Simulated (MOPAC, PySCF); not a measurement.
[Zr(F)4], neutral singlet in the gas phase. 

Cartesian coordinates (Å):
```xyz
5

Zr     0.0000     0.0000     0.0000
F      0.9511    -0.0005    -1.6455
F     -1.2771    -1.4076    -0.0060
F     -0.8924     1.6642     0.2155
F      1.2184    -0.2561     1.4361
```
Charge 0, spin multiplicity 1.

All levels are single points at this geometry (r2SCAN-D4/def2-SVP); Pople sets use spherical d functions. Orbital energies aren't observables, and empty levels follow the basis.

```json
[
 {"level": "PBE-D3(BJ)/def2-TZVP in PySCF", "HOMO (eV)": "-10.15", "LUMO (eV)": "-2.26", "gap (eV)": "7.89", "dipole (D)": "0.00", "vertical IE, Delta-SCF (eV)": "–"},
 {"level": "TPSSh-D3(BJ)/def2-TZVP in PySCF", "HOMO (eV)": "-11.07", "LUMO (eV)": "-1.79", "gap (eV)": "9.28", "dipole (D)": "0.00", "vertical IE, Delta-SCF (eV)": "–"},
 {"level": "B3LYP/6-311+G** (LANL2DZ on Zr) in PySCF", "HOMO (eV)": "-12.15", "LUMO (eV)": "-2.50", "gap (eV)": "9.65", "dipole (D)": "0.00", "vertical IE, Delta-SCF (eV)": "–"},
 {"level": "B3LYP/6-31G* (LANL2DZ on Zr) in PySCF", "HOMO (eV)": "-11.43", "LUMO (eV)": "-1.75", "gap (eV)": "9.68", "dipole (D)": "0.00", "vertical IE, Delta-SCF (eV)": "14.08"},
 {"level": "BP86/6-31G* (LANL2DZ on Zr) in PySCF", "HOMO (eV)": "-9.80", "LUMO (eV)": "-2.39", "gap (eV)": "7.42", "dipole (D)": "0.00", "vertical IE, Delta-SCF (eV)": "–"},
 {"level": "PBE/6-31G* (LANL2DZ on Zr) in PySCF", "HOMO (eV)": "-9.68", "LUMO (eV)": "-2.26", "gap (eV)": "7.41", "dipole (D)": "0.00", "vertical IE, Delta-SCF (eV)": "–"},
 {"level": "HF/6-31G* (LANL2DZ on Zr) in PySCF", "HOMO (eV)": "-17.37", "LUMO (eV)": "1.73", "gap (eV)": "19.09", "dipole (D)": "0.00", "vertical IE, Delta-SCF (eV)": "14.53"},
 {"level": "PM6 in MOPAC", "HOMO (eV)": "-13.57", "LUMO (eV)": "0.57", "gap (eV)": "14.14", "dipole (D)": "0.00", "vertical IE, Delta-SCF (eV)": "–"},
 {"level": "PM7 in MOPAC", "HOMO (eV)": "-12.95", "LUMO (eV)": "1.93", "gap (eV)": "14.87", "dipole (D)": "0.00", "vertical IE, Delta-SCF (eV)": "–"}
]
```
